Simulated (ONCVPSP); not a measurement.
# Rh, ONCV: configuration errors across variants

ONCVPSP 4.0.1 input, shortened (lines: element, Z, core and valence counts, functional; n l f; lmax; l rc ep ncon nbas qcut; lloc lpopt rc5 dvloc0; l nproj debl; icmod fcfact rcfact), PBE, scalar-relativistic:

```
  Rh 45.00    8    2        4      upf
    1    0    2.00
    2    0    2.00
    2    1    6.00
    3    0    2.00
    3    1    6.00
    3    2   10.00
    4    0    2.00
    4    1    6.00
    4    2    8.00
    5    1    1.00
    2
    0    3.25    0.22    5    8    2.40
    1    4.00    0.00    3    6    2.40
    2    1.75    0.00    3    8    8.30
    4    4    1.55    3.00
    0    3    0.60
    1    2    0.70
    2    2    1.50
    3    5.50    1.55
```

In the s channel the program set the typed energies aside and used 0.050, 0.650, 1.250 Ha.

All-electron excitation energies from the reference (eV): (1) 4d8 5s1 5p0 -3.604; (2) 4d8 5p0 3.857; (3) 4d7 5p0 23.368.

1 further variants failed, have other tests or too few solved ones, and are left out.

Errors AE − PS in meV (a dash: test not solved or not reliable):

| change | (1) | (2) | (3) | bound ghosts | GHOST(+) flags above zero |
| --- | --- | --- | --- | --- | --- |
| base | -7.4 | -17 | -154 | none | s |
| p: ncon 5, nbas 8 | -11 | -15 | -135 | none | s |
| local potential polynomial inside 1.55 bohr (lpopt 4, dvloc0 10 Ha) | -7.4 | -17 | -154 | none | none |
| p: nbas 7 | -7.1 | -17 | -155 | none | s |
| p: qcut 3.6 | -11 | -15 | -128 | none | s |
| s: qcut 2; p: qcut 2; d: qcut 6.9 | -4.5 | -27 | -152 | none | s |
| core correction Teter function, fcfact 3.3, rcfact 1.55 | -1.7 | -12 | -110 | none | s |

Give the same row for: d: rc 2.54.

-5.2, -11, -125; bound ghosts: none; GHOST(+) flags above zero: s.
